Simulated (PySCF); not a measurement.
Geometry:
| atom | x (Å) | y (Å) | z (Å) |
| --- | --- | --- | --- |
| C1 | -2.181 | -0.347 | -0.230 |
| Si2 | -0.561 | -0.141 | 0.734 |
| C3 | 0.870 | -1.226 | 0.156 |
| C4 | 1.851 | -0.464 | -0.345 |
| C5 | 1.638 | 0.975 | -0.353 |
| C6 | 0.462 | 1.358 | 0.153 |
| F7 | 0.099 | 2.655 | 0.229 |
| H8 | -2.653 | -1.295 | 0.009 |
| H9 | -2.010 | -0.318 | -1.302 |
| H10 | -2.880 | 0.445 | 0.019 |
| H11 | -0.751 | -0.132 | 2.188 |
| H12 | 0.952 | -2.299 | 0.201 |
| H13 | 2.778 | -0.856 | -0.738 |
| H14 | 2.387 | 1.646 | -0.744 |

Calculated, not measured (PySCF 2.14.0 with density-fitted response routines): shielding tensors at PBE0/pcSseg-1 (GIAO), coordinates at the GFN2-xTB level. Averaged over atoms made equivalent by symmetry, fast rotation or ring inversion, one computed conformer, no solvent model, no relativistic terms.

**Question.** List the cross peaks expected in HSQC, COSY and HMBC spectra.

**Answer.** 

HSQC (one-bond C–H):
| δH | δC |
| --- | --- |
| 7.03 (H13) | 153.7 (C4) |
| 6.37 (H14) | 129.3 (C5) |
| 5.60 (H12) | 124.8 (C3) |
| 0.47 (H8/H9/H10) | -7.0 (C1) |

COSY cross peaks (H two or three bonds apart, from the bond graph; peaks can be absent where the dihedral angle is near 90°):
| δH | δH |
| --- | --- |
| 7.03 (H13) | 6.37 (H14) |
| 7.03 (H13) | 5.60 (H12) |
| 5.60 (H12) | 4.73 (H11) |
| 4.73 (H11) | 0.47 (H8/H9/H10) |

HMBC (two and three bonds, from the bond graph):
| δH | δC |
| --- | --- |
| 7.03 (H13) | 191.1 (C6), 129.3 (C5), 124.8 (C3) |
| 6.37 (H14) | 191.1 (C6), 153.7 (C4), 124.8 (C3) |
| 5.60 (H12) | 191.1 (C6), 153.7 (C4), 129.3 (C5), -7.0 (C1) |
| 4.73 (H11) | 191.1 (C6), 153.7 (C4), 129.3 (C5), 124.8 (C3), -7.0 (C1) |
| 0.47 (H8/H9/H10) | 191.1 (C6), 124.8 (C3) |

Referencing at the same level of theory: 1H and 13C vs TMS.

Shifts are as computed. Against solution values, carbons near 30 ppm lie about +3 ppm off and those near 130 ppm about +5 ppm. Of 1211 compounds with measured shifts, 218 miss one by over three times the rms of a fit or turn the order of signals round; such compounds aren't used in these exercises.
